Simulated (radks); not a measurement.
Numerical settings for the krypton ion Kr2+, [Ar] 3d10 4s2 4p4. All-electron calculation, scalar-relativistic Kohn-Sham, PBE, spin-polarised, spherical densities, finite nucleus; open shells are filled with parallel spins first; Fermi nuclear charge, rms radius 4.1884 fm. Program: a radial shooting solver on a logarithmic mesh with Libxc functionals. The defaults (mesh step 0.008 in ln r, mesh end at 40 bohr or more with all orbitals vanishing there, Anderson mixing 0.5 over 9 steps, residual threshold near 1e-9 with the energy settled to 1e-9 hartree or 1e-11 of itself, here a cap of 61 iterations) give E = -2788.8285 hartree and 4p at -29.800 eV in 15 iterations. Run on one thread of a shared host, so times are rough (Arm Neoverse N1): 0.22 s of CPU time, 0.22 s wall, 15 iterations on 2198 mesh points. Changes against that run (0 stands for a change within the tolerance of the run):

setting                    iterations  converged  E (mhartree)  e(4p) (meV)  CPU (s)
mesh step in ln r 0.02             15        yes             0            0      0.1
mesh step in ln r 0.05             14        yes     +0.000159     -0.00331     0.05
mesh step in ln r 0.012            15        yes             0            0     0.16
mesh end (bohr) 5                  15        yes         +4.73         +148     0.21
mesh end (bohr) 8                  15        yes      +0.00191       +0.133     0.21
residual threshold 1e-05           11        yes             0      -0.0808     0.18
residual threshold 0.1             10        yes             0       -0.271     0.17
mixing 0.05                        25        yes             0            0     0.34
linear mixing, mixing 0.2          61         no             0      -0.0071     0.72
linear mixing, mixing 1            30         no      diverged            -      0.7
mixing history 2                   25        yes             0            0      0.3
iteration cap 5                     5         no         +1.88         +393     0.09

Settings that end as converged yet miss the energy by more than 1 mhartree: mesh end (bohr) 5 (+0.00473 hartree). A mesh that ends early acts as a hard wall.
